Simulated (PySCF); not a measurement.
A structure optimised at PBE0-D3(BJ)/def2-SVP, used in a PySCF frequency run:

```
Si
O 1 1.6600
H 2 0.9625 1 115.72
O 1 1.6600 2 108.07 3 -179.24
H 4 0.9625 1 115.72 2 -62.52
O 1 1.6600 2 108.07 3 -62.52
H 6 0.9625 1 115.72 2 -179.24
```
Charge 0, spin multiplicity 2.

### Question
Write its SMILES, formula and point group.

### Answer
O[Si](O)O, H3O3Si, C3

### Question
What are its rotational constants (standard atomic weights)?

### Answer
7.0728, 7.0728, 3.8716 GHz
